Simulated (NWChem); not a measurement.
AlCl, singlet; SMILES [Al][Cl]

```xyz
2

Al     0.0000     0.0000    -1.2092
Cl     0.0000     0.0000     0.9377
```
Atoms are numbered in this order, from 1.

All runs: NWChem. Low-valent species are run as closed-shell singlets; no triplet was tried in these runs. Geometry: optimised at PBE0/def2-SVP. GIAO values for the isolated, static molecule; σ is the absolute isotropic shielding.

```csv
level,basis functions,σ Al1 (ppm),σ Cl2 (ppm),relative time
B3LYP/pcSseg-0,26,393.6,455.6,1
B3LYP/pcSseg-1,48,439.7,500.3,3
B3LYP/pcSseg-2,86,436.1,523.5,10
B3LYP/pcSseg-3,152,439.8,534.1,60
```

The last column is a rough cost ratio, cheapest run = 1.
